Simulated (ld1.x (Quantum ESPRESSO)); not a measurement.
gadolinium (Gd): excitation energies, all-electron against RRKJ

* Element: Gd (Z = 64)
* Generator: ld1.x (Quantum ESPRESSO) 7.5
* Type: norm-conserving RRKJ (Kleinman–Bylander form)
* Functional: LDA (PZ)
* Relativity: fully relativistic
* Frozen core: [Kr] 4d10 5s2
* Valence charge: 16
* Reference configuration: 4f7 5p6 5d1 6s2 6p0
* Partial waves: 5p (bound): rc 1.95 bohr; 5d (bound): rc 2.80 bohr; 4f (bound): rc 0.70 bohr; 6s (bound): rc 3.25 bohr
* Local potential: the s channel
* Core correction: none
* rho0: 0.001

Open shells are filled in proportion to 2j + 1 (rel_dist='average').

Energies are relative to the spin-unpolarised reference configuration 4f7 5p6 5d1 6s2 6p0; without spin polarisation the order of configurations can differ from experiment. Not all tests gave a result: 1 of 7 tests not solved or not reliable. Left out of the table: 4f8 5p6 5d0 6s2 6p0 (solver errors, printed error -2243 eV).

```tsv
valence configuration	charge	ΔE all-electron (eV)	error AE − PS (meV)
4f7 5p6 5d1 6s1 6p0	+1	6.856	-0.3
4f7 5p6 5d1 6s0 6p0	+2	19.232	-9.0
4f7 5p6 5d0 6s0 6p0	+3	39.269	+36
4f6 5p6 5d1 6s2 6p0	+1	16.395	-1551
4f7 5p6 5d2 6s1 6p0	0	1.774	-16
```

Problem. What are ΔE and the potential's error for 4f7 5p6 5d2 6s0 6p0?

Solution. ΔE = 8.003 eV all-electron; the error (AE − PS) is -33 meV.

These tests converged, but a pseudo level misses the all-electron one widely, so the file describes the atom poorly there or has found another state: 4f6 5p6 5d1 6s2 6p0: 4f by 3.1 eV.
